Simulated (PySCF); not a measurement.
C3H3, SMILES CC#[C], multiplicity 2.

The structure is a stationary point at ωB97X-D3(BJ)/def2-TZVP. The isomer is the one that the SMILES or the coordinates give; other isomers of the formula were not compared.

Computed with TDA-PBE0/def2-SVPD (PySCF 2.14.0).

Vertical excitations. 

```
state    energy (eV)  λ (nm)      f                                                                                                                                     main pairs
-------  -----------  ------  -----  ---------------------------------------------------------------------------------------------------------------------------------------------
root 1          0.43    2911  0.000                                                                                                                               β HOMO→LUMO 99 %
root 2          0.73    1704  0.007                                                                                                                             β HOMO−1→LUMO 96 %
root 3          5.23     237  0.003                                                                α HOMO→LUMO+1 26 %, α HOMO−1→LUMO 15 %, β HOMO→LUMO+2 41 %, β HOMO−1→LUMO+3 8 %
root 4          5.54     224  0.000                                             α HOMO→LUMO 56 %, α HOMO−1→LUMO+1 10 %, α HOMO→LUMO+2 9 %, β HOMO−1→LUMO+2 13 %, β HOMO→LUMO+3 7 %
root 5          5.62     221  0.004                                           α HOMO−1→LUMO 37 %, α HOMO→LUMO+1 23 %, α HOMO−1→LUMO+2 6 %, β HOMO−1→LUMO+3 17 %, β HOMO→LUMO+2 7 %
root 6          6.20     200  0.001                                                                                   α HOMO−1→LUMO+1 34 %, α HOMO→LUMO 24 %, β HOMO−1→LUMO+2 34 %
root 7          6.55     189  0.000                                                                                   β HOMO→LUMO+3 37 %, β HOMO→LUMO+1 37 %, β HOMO−1→LUMO+2 11 %
root 8          6.56     189  0.040                                                                                                                             β HOMO−2→LUMO 97 %
root 9          6.62     187  0.001                                                                                                                             β HOMO−3→LUMO 99 %
root 10         6.85     181  0.002  α HOMO−2→LUMO 17 %, α HOMO→LUMO+1 15 %, α HOMO−1→LUMO 11 %, β HOMO−1→LUMO+1 17 %, β HOMO−1→LUMO+3 17 %, β HOMO→LUMO+2 12 %, β HOMO−4→LUMO 6 %
```
Unrestricted roots are not spin-pure.
